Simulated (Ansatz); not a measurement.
Cd₇Se₇, 14 atoms. Hardware: 2 threads of AMD EPYC 7R13 on a shared host and a share (18 GiB) of an NVIDIA H100 80GB HBM3.

In the def2 sets Cd takes a core potential; there is no spin–orbit coupling. Single mean-field runs in def2-SVP, def2-TZVP are fitted with def2-universal-jkfit.

Q: How many basis functions does each of these Ansatz runs have, and roughly what does it cost? B3LYP-D4/def2-TZVP, charge 1 doublet at the geometry of the charge 0 singlet, energy, from earlier orbitals; PBE0-D4/def2-TZVP, charge -1 doublet at the geometry of the charge 0 singlet, energy; PBE0-D4/def2-TZVP, charge 0 singlet, energy, from earlier orbitals; PBE-D4/def2-TZVP, charge 0 triplet at the geometry of the charge 0 singlet, energy, from earlier orbitals; PBE0-D4/def2-SVP, charge 0 singlet, energy, from earlier orbitals; PBE-D4/def2-SVP, charge 0 singlet, relaxation, 25 steps; PBE-D4/def2-TZVP, charge -1 doublet at the geometry of the charge 0 singlet, energy, from earlier orbitals; LDA (SPW92)/def2-TZVP, charge 0 singlet, energy, from earlier orbitals; PBE0-D4/def2-TZVP, charge 0 triplet at the geometry of the charge 0 singlet, energy; PBE-D4/def2-SVP, charge 0 singlet, energy, from earlier orbitals; PBE-D4/def2-TZVP, charge 1 doublet at the geometry of the charge 0 singlet, energy, from earlier orbitals; PBE0-D4/def2-TZVP, charge 1 doublet at the geometry of the charge 0 singlet, energy.

A: Other jobs shared the machine, so times can vary by a factor of up to 3.

```csv
run,functions,fitting or Cholesky vectors,wall time,peak host memory (GiB)
"PBE-D4/def2-SVP, charge 0 singlet, energy, from earlier orbitals",441,3647,18 s,0.98
"PBE0-D4/def2-SVP, charge 0 singlet, energy, from earlier orbitals",441,3647,18 s,0.98
"PBE0-D4/def2-TZVP, charge 0 singlet, energy, from earlier orbitals",616,3647,19 s,1.1
"PBE-D4/def2-TZVP, charge -1 doublet at the geometry of the charge 0 singlet, energy, from earlier orbitals",616,3647,21 s,1.3
"LDA (SPW92)/def2-TZVP, charge 0 singlet, energy, from earlier orbitals",616,3647,22 s,1.1
"PBE0-D4/def2-TZVP, charge -1 doublet at the geometry of the charge 0 singlet, energy",616,3647,30 s,1.3
"PBE-D4/def2-TZVP, charge 1 doublet at the geometry of the charge 0 singlet, energy, from earlier orbitals",616,3647,30 s,1.3
"B3LYP-D4/def2-TZVP, charge 1 doublet at the geometry of the charge 0 singlet, energy, from earlier orbitals",616,3647,30 s,1.3
"PBE-D4/def2-TZVP, charge 0 triplet at the geometry of the charge 0 singlet, energy, from earlier orbitals",616,3647,37 s,1.3
"PBE0-D4/def2-TZVP, charge 0 triplet at the geometry of the charge 0 singlet, energy",616,3647,45 s,1.3
"PBE0-D4/def2-TZVP, charge 1 doublet at the geometry of the charge 0 singlet, energy",616,3647,69 s,1.3
"PBE-D4/def2-SVP, charge 0 singlet, relaxation, 25 steps",441,3647,2.3 min,1
```
